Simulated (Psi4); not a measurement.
A dimer, CHF3 ··· BF3 (SMILES FC(F)F and FB(F)F), singlet; the first 5 atoms form monomer A.

```
9

F      1.2432     0.1323    -0.4224
C      0.0016    -0.0082     0.0621
F     -0.7025     1.0888    -0.2487
F     -0.5707    -1.0632    -0.5339
H      0.0284    -0.1497     1.1428
F     -4.0676     0.4061     0.1742
B     -3.3530     0.9964     1.1080
F     -3.5233     2.2768     1.3562
F     -2.4702     0.3056     1.7965
```

Question: What interaction energy does SAPT0/jun-cc-pVDZ, frozen core (Psi4 1.11) give, and which attractive term is the largest?

Answer: Total -1.69 kcal/mol: electrostatics -2.60, exchange 2.25, induction -0.34, dispersion -1.01. The most attractive term is electrostatics.
